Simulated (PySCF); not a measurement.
Mayer bond orders and bond lengths

C₆H₈FNSi.
Atom-mapped SMILES: `[F:1][CH2:2][SiH2:3][c:4]1[cH:5][cH:6][cH:7][cH:8][n:9]1` (hydrogens: H10, H11 on C2; H12, H13 on Si3; H14 on C5; H15 on C6; H16 on C7; H17 on C8)

Cartesian coordinates in Å at the GFN2-xTB level; atoms count from 1:
```
atom  x, y, z in Å
F1     3.9285    1.1386    0.5690
C2     2.5612    1.1986    0.3707
Si3    1.8262   -0.5628    0.2652
C4    -0.0357   -0.3513   -0.0040
C5    -0.9082   -1.4283   -0.1329
C6    -2.2574   -1.1904   -0.3304
C7    -2.6983    0.1222   -0.3928
C8    -1.7575    1.1320   -0.2530
N9    -0.4710    0.9060   -0.0660
H10    2.4073    1.7724   -0.5458
H11    2.1532    1.7725    1.2055
H12    2.4252   -1.2915   -0.8595
H13    2.0835   -1.2907    1.5135
H14   -0.5229   -2.4352   -0.0773
H15   -2.9534   -2.0110   -0.4342
H16   -3.7409    0.3560   -0.5447
H17   -2.0467    2.1749   -0.2933
```

Bond orders from the PBE0/pcSseg-1 density (PySCF). The structure is a single GFN2-xTB conformer in the gas phase; no vibrational or solvent corrections.

**Question.** Where do the orders between heavy atoms depart from those drawn in the SMILES?

**Answer.** The largest departure is 0.163, at F1–C2 (drawn single, 0.837), counting aromatic bonds as 1.5. Drawn single, order below 0.88: F1–C2 (0.837) and Si3–C4 (0.857). The bonds drawn aromatic range from 1.36 to 1.50.

**Question.** Set the Mayer orders of the bonds between heavy atoms beside their lengths.

**Answer.** 
```
  bond  drawn as  length (Å)  Mayer order
 F1–C2    single       1.383        0.837
C2–Si3    single       1.911        0.932
Si3–C4    single       1.893        0.857
 C4–C5  aromatic       1.392        1.361
 C5–C6  aromatic       1.384        1.441
 C6–C7  aromatic       1.386        1.423
 C7–C8  aromatic       1.387        1.392
 C8–N9  aromatic       1.319        1.497
 N9–C4  aromatic       1.332        1.417
```

By pair of heavy elements: C–Si: lowest Si3–C4 (0.857, 1.893 Å), highest C2–Si3 (0.932, 1.911 Å); in 1 of the 1 pairs the longer bond (by over 0.003 Å) has the higher order (by 0.02 or more). C–C: lowest C4–C5 (1.361, 1.392 Å), highest C5–C6 (1.441, 1.384 Å). C–N: lowest N9–C4 (1.417, 1.332 Å), highest C8–N9 (1.497, 1.319 Å).

**Question.** And the bonds to hydrogen?

**Answer.** C–H: 0.94 to 0.97 (6 bonds); H–Si: 0.95 (2 bonds).

**Question.** Sum the orders of all bonds at each heavy atom with more than one neighbour and set the sums beside the valence in the SMILES.

**Answer.** C2 3.659 (drawn 4), Si3 3.687 (drawn 4), C4 3.635 (drawn 4), C5 3.764 (drawn 4), C6 3.837 (drawn 4), C7 3.779 (drawn 4), C8 3.861 (drawn 4), N9 2.914 (drawn 3). Orders between atoms that aren't bonded are not in these sums.

The Mayer order sums products of elements of PS (density times overlap matrix) between the two atoms' basis functions, so it depends on the basis set.

The run behind these numbers computed NMR shieldings as well. Time: 56 s wall; peak memory 0.88 GiB. Hardware: an Arm Neoverse N1 with one thread, shared host.
